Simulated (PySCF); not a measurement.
## Frontier orbitals and the lowest excitations

Species: C₄ClF₂N.
SMILES with atom numbers: `[N:1]#[C:2][C@@:3]1([F:4])[C:5]([F:6])=[C:7]1[Cl:8]`

Geometry (GFN2-xTB, Å), atoms numbered from 1 in this order:
```
atom  x, y, z in Å
N1     2.140   -0.483   -1.577
C2     1.382   -0.344   -0.733
C3     0.413   -0.160    0.305
F4     0.872   -0.574    1.534
C5    -0.606    0.933    0.268
F6    -0.781    2.221    0.414
C7    -1.082   -0.261    0.040
Cl8   -2.328   -1.322   -0.275
```

Computed, not measured: PySCF, TDDFT B3LYP/def2-SVPD, vertical, gas phase, core orbitals frozen in the response.

Kohn–Sham orbitals with the atoms that hold most of them (Löwdin shares over 4%, at most four atoms; ? is withheld):

```csv
orbital,ε (eV),atoms
LUMO+2,-0.69,"C5 29%, F6 16%, C7 12%, C2 12%"
LUMO+1,-0.96,"Cl8 38%, C7 23%, C5 10%, C3 9%"
LUMO,-1.45,?
HOMO,?,"Cl8 28%, C7 23%, C5 22%, F6 10%"
HOMO-1,-9.26,?
HOMO-2,-10.03,"Cl8 40%, N1 13%, C5 12%, C2 9%"
HOMO-3,-10.45,"N1 45%, C2 35%, F4 8%, Cl8 6%"
```

Give the leading atoms of the HOMO-1.

Cl8 (bonded to C) 21%; N1 (bonded to C) 20%; C3 (bonded to 3 C and F) 16%; C2 (bonded to C and N) 12%. By element: carbon 28% or more, chlorine 21%, nitrogen 20%.

Which atoms hold the LUMO, and with what shares?

C7 (bonded to 2 C and Cl) 26%; C5 (bonded to 2 C and F) 24%; Cl8 (bonded to C) 14%; N1 (bonded to C) 10%. By element: carbon 50% or more, chlorine 14%, nitrogen 10%.

What is the HOMO energy, and the HOMO–LUMO gap?

ε(HOMO) = -8.72 eV; the gap is 7.27 eV (0.2673 hartree).

How does S1 compare with the orbital gap of 7.27 eV?

S1 is at 6.42 eV (f = 0.022), 0.86 eV below the gap, made of HOMO→LUMO (64%), HOMO→LUMO+1 (26%). Without the coupling terms of the response equations the lowest excitation would equal the gap.

Next come S2 at 6.65 eV (f 0.020), HOMO-1→LUMO (72%), HOMO→LUMO+2 (12%); S3 at 6.74 eV (f 0.019), HOMO→LUMO+1 (60%), HOMO-1→LUMO (12%), HOMO→LUMO (9%); S4 at 7.00 eV (f 0.0072), HOMO→LUMO+2 (44%), HOMO-1→LUMO+1 (29%), HOMO-1→LUMO+3 (12%); S5 at 7.17 eV (f 0.0086), HOMO→LUMO+3 (38%), HOMO-2→LUMO (36%), HOMO-1→LUMO+2 (9%).

Hardware: one thread of an Arm Neoverse V1, no GPU, shared host. Cost: 25 s, 0.75 GiB resident at most.
